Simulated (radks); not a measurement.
Charge is removed step by step from the 1s1/2 level of the krypton ion Kr3+, starting from [Ar] 3d10 4s2 4p3. All-electron calculation, Dirac Kohn-Sham, PBEsol, spin-unpolarised, spherical densities, point nucleus; open shells are shared between the two j in proportion to 2j + 1. Program: a radial shooting solver on a logarithmic mesh with Libxc functionals.

removed (e)  E - E(0) (eV)  eigenvalue (eV)  E minus straight line (eV)
0                    0.000         -14184.5                       0.000
0.125               1776.6         -14241.9                     -25.002
0.25                3560.5         -14299.3                     -42.828
0.375               5351.5         -14356.5                     -53.489
0.5                 7149.6         -14413.6                     -57.002
0.625               8954.9         -14470.6                     -53.383
0.75               10767.2         -14527.4                     -42.656
0.875              12586.7         -14583.9                     -24.850
1                  14413.2         -14640.1                       0.000

Removing the whole electron costs 14413.2 eV by Delta-SCF, against 14184.5 eV from minus the eigenvalue at the starting occupation. Slater's transition state (half an electron removed) gives 14413.6 eV. Integrating minus the eigenvalue over the occupation (Janak's theorem) gives 14413.2 eV. The mean slope of the eigenvalue, de/dn, is 456 eV per electron.
